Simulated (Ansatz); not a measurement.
Cd8H22Se8, 38 atoms. Hardware: 4 threads of AMD EPYC 7R13 on a shared host and a share (37 GiB) of an NVIDIA H100 80GB HBM3.

In the def2 sets Cd takes a core potential; there is no spin–orbit coupling. Correlated methods freeze 72 core orbitals; core or outer-core shells of Cd, Se are correlated, in sets that lack core-valence functions. Single mean-field runs in def2-SVP, def2-TZVP are fitted with def2-universal-jkfit.

**Question.** How many basis functions does each of these Ansatz runs have, and roughly what does it cost? HF/STO-3G, charge 0 singlet, energy; PBE-D4/def2-TZVP, charge 0 triplet at the geometry of the charge 0 singlet, energy, from earlier orbitals; HF/def2-TZVP, charge 0 singlet, energy, from earlier orbitals; PBE-D4/def2-TZVP, charge 0 singlet, energy and forces, from earlier orbitals; PBE0-D4/def2-TZVP, charge 1 doublet at the geometry of the charge 0 singlet, energy; PBE-D4/def2-TZVP, charge -1 doublet at the geometry of the charge 0 singlet, energy, from earlier orbitals; PBE0-D4/def2-TZVP, charge -1 doublet at the geometry of the charge 0 singlet, energy; PBE0-D4/def2-SVP, charge 0 singlet, energy, from earlier orbitals; MP2/def2-SVP, charge 0 singlet, energy, from earlier orbitals; B97M-V/def2-TZVP, charge 0 singlet, energy, from earlier orbitals; r2SCAN-D4/def2-TZVP, charge 0 singlet, energy and forces, from earlier orbitals; RPA@PBE/def2-SVP, charge 0 singlet, energy, from earlier orbitals.

**Answer.** Other jobs shared the machine, so times can vary by a factor of up to 3.

```csv
run,functions,fitting or Cholesky vectors,wall time,peak host memory (GiB)
"PBE0-D4/def2-SVP, charge 0 singlet, energy, from earlier orbitals",614,4564,6.5 s,1.2
"HF/STO-3G, charge 0 singlet, energy",382,4711,8 s,1.1
"B97M-V/def2-TZVP, charge 0 singlet, energy, from earlier orbitals",836,4564,11 s,1.7
"PBE-D4/def2-TZVP, charge 0 singlet, energy and forces, from earlier orbitals",836,4564,12 s,1.4
"HF/def2-TZVP, charge 0 singlet, energy, from earlier orbitals",836,4564,12 s,1.2
"r2SCAN-D4/def2-TZVP, charge 0 singlet, energy and forces, from earlier orbitals",836,4564,12 s,1.4
"PBE-D4/def2-TZVP, charge -1 doublet at the geometry of the charge 0 singlet, energy, from earlier orbitals",836,4564,13 s,1.6
"MP2/def2-SVP, charge 0 singlet, energy, from earlier orbitals",614,6220,14 s,1.6
"RPA@PBE/def2-SVP, charge 0 singlet, energy, from earlier orbitals",614,6220,16 s,4.6
"PBE-D4/def2-TZVP, charge 0 triplet at the geometry of the charge 0 singlet, energy, from earlier orbitals",836,4564,19 s,1.6
"PBE0-D4/def2-TZVP, charge -1 doublet at the geometry of the charge 0 singlet, energy",836,4564,22 s,1.6
"PBE0-D4/def2-TZVP, charge 1 doublet at the geometry of the charge 0 singlet, energy",836,4564,40 s,1.6
```
